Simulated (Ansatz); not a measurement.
The cluster MoSe₂. The state is a quintet with charge 0. Geometry B3LYP-D4/def2-TZVP; atoms count from 1.

Cartesian coordinates in Å:
```
Mo -0.639 -0.682 -0.104
Se -0.015 0.916 -1.662
Se 0.654 -0.235 1.766
```

In the def2 sets Mo takes a core potential; there is no spin–orbit coupling. At PBE0-D4/def2-TZVP a triplet of charge 0 lies 1.13 eV below the quintet, each at its own geometry. The structure comes from a short search, and lower isomers may exist.

Q: Estimate the Mulliken populations from the PBE0/def2-TZVP orbitals of Ansatz.

A: 
```tsv
atom	charge (e)	spin (α − β)	d electrons
Mo1	0.61	3.12	4.59
Se2	-0.31	0.44	–
Se3	-0.31	0.44	–
```
Mulliken values and Mayer orders depend strongly on the basis.

Q: Where does the spin sit?

A: Summed by element: Mo 3.12, Se 0.88, of 4 unpaired in all. Largest on single atoms: Mo1 3.12, Se2 0.44, Se3 0.44.

Q: And the Mayer bond orders between bonded heavy atoms (over 0.3)?

A: Mo1–Se2 1.74 (2.32 Å); Mo1–Se3 1.74 (2.32 Å). Values over 0.3 also appear between atoms too far apart for a bond (Se2–Se3 0.38 at 3.68 Å); they arise where an orbital or an unpaired electron spreads over both atoms.
